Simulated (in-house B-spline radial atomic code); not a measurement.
A fraction x of an electron is removed from 3p in Sc, starting from [Ar] 3d1 4s2 and keeping the highest spin. All numbers are computed (scalar-relativistic (X2C) LDA exchange-only, spin-polarised, spherical fractional occupations; Fermi nucleus of rms radius 3.5459 fm) with a radial B-spline atomic code at the basis-set limit, not measured.

| x | E(x) - E(0) (eV) | 3p down level (eV) |
| --- | --- | --- |
| 0 | 0.0000 | -31.782 |
| 0.1 | 3.2315 | -32.857 |
| 0.13 | ? | ? |
| 0.25 | 8.2867 | -34.561 |
| 0.39 | 13.2415 | -36.233 |
| 0.5 | 17.3015 | -37.592 |
| 0.62 | 21.9036 | -39.116 |
| 0.68 | ? | ? |
| 0.79 | 28.7412 | -41.339 |
| 0.96 | 35.9624 | -43.627 |
| 1 | 37.7184 | -44.174 |

(1) What belongs in the row x = 0.13?

(2) What belongs in the row x = 0.68?

(3) Check Janak's theorem between x = 0.25 and 0.39.

Results:

(1) An energy change of 4.2222 eV; 3p down at -33.190 eV.

(2) An energy change of 24.2738 eV; 3p down at -39.892 eV.

(3) The slope of the energy is 35.39 eV; the orbital levels give 35.40 eV (-ε of the emptying orbital, averaged over the two points).
